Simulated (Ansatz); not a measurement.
The cluster Li₆O₂. Total charge 0; singlet. Geometry PBE0-D4/def2-TZVP.

```xyz
8

Li   -0.6732    0.6540   -1.0850
Li    1.8075   -0.7578   -2.5017
Li   -0.2439   -1.9781   -0.4167
Li    0.3269    3.0848    0.6875
Li   -1.1673    0.4449    1.6086
Li    1.3429    0.0632    0.5351
O    -0.1257   -0.9196    1.0428
O    -1.2672   -0.5917    0.1293
```

B3LYP takes the VWN-RPA correlation. HSE06 is defined as in plane-wave codes, on full-range PBE exchange. The structure holds 1 bond(s) between oxygen atoms. The restricted singlet is unstable towards broken spin symmetry in Hartree–Fock (as tested in another run); at PBE-D4/def2-TZVP, r2SCAN-D4/def2-TZVP, B3LYP-D4/def2-TZVP, PBE0-D4/def2-TZVP and others this wasn't settled. Another isomer (singlet) lies 4.16 eV lower at PBE0-D4/def2-TZVP; other spin states weren't run for this one.

Estimate the orbital energies around the gap (eV) in Ansatz with PBE-D4/def2-TZVP, r2SCAN-D4/def2-TZVP, B3LYP-D4/def2-TZVP, PBE0-D4/def2-TZVP, HSE06-D4/def2-TZVP.


```tsv
orbital	PBE-D4/def2-TZVP	r2SCAN-D4/def2-TZVP	B3LYP-D4/def2-TZVP	PBE0-D4/def2-TZVP	HSE06-D4/def2-TZVP
HOMO−9	-49.50	-51.06	-53.16	-53.57	-53.15
HOMO−8	-25.02	-26.26	-27.37	-28.08	-27.67
HOMO−7	-18.72	-19.83	-20.88	-21.47	-21.06
HOMO−6	-9.62	-9.83	-10.65	-10.94	-10.54
HOMO−5	-8.73	-9.09	-10.23	-10.57	-10.16
HOMO−4	-8.46	-8.82	-9.91	-10.24	-9.83
HOMO−3	-5.38	-5.60	-6.70	-6.93	-6.52
HOMO−2	-4.62	-4.86	-6.03	-6.28	-5.87
HOMO−1	-3.59	-3.64	-4.04	-4.24	-3.86
HOMO	-2.92	-2.91	-3.27	-3.42	-3.08
LUMO	-1.84	-1.64	-1.36	-1.29	-1.61
LUMO+1	-1.65	-1.51	-1.20	-1.16	-1.48
LUMO+2	-1.23	-0.95	-0.81	-0.71	-1.03
LUMO+3	-1.10	-0.79	-0.67	-0.57	-0.89
LUMO+4	-0.84	-0.65	-0.30	-0.25	-0.59
LUMO+5	-0.62	-0.31	-0.17	-0.05	-0.39
```
